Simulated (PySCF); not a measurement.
NbOBr₂, SMILES [Br][Nb](=[O])[Br] (connectivity only; charge and spin as stated), neutral, multiplicity 2. Atoms are numbered in the order given.

```xyz
4

Nb     0.0000     0.0000    -0.5082
O      0.0000     0.0000    -2.1975
Br     0.0000    -2.2264     0.5488
Br     0.0000     2.2264     0.5488
```
Charge 0, spin multiplicity 2.

Geometry optimised at B3LYP-D3(BJ)/def2-SVP. The spin state was assumed, not searched. The def2 effective core potentials stand for the cores of Nb; spin–orbit coupling is left out.

Computed with B3LYP/def2-TZVPD run with PySCF.

Mulliken values depend strongly on the basis, most of all with diffuse functions as here. ESP charges are fitted to the potential on shells at 1.4 to 2.0 van der Waals radii. Atomic charges (e):

```csv
atom,ESP fit,Mulliken,Mulliken spin
Nb1,?,1.27,1.13
O2,?,-0.66,-0.04
Br3,?,-0.30,-0.04
Br4,?,-0.30,-0.04
```

Task: Complete the blanks. (An estimate is asked for; the answer gives what the named calculation found.)

Result: 
- Nb1, ESP fit: 0.63
- O2, ESP fit: -0.33
- Br3, ESP fit: -0.15
- Br4, ESP fit: -0.15
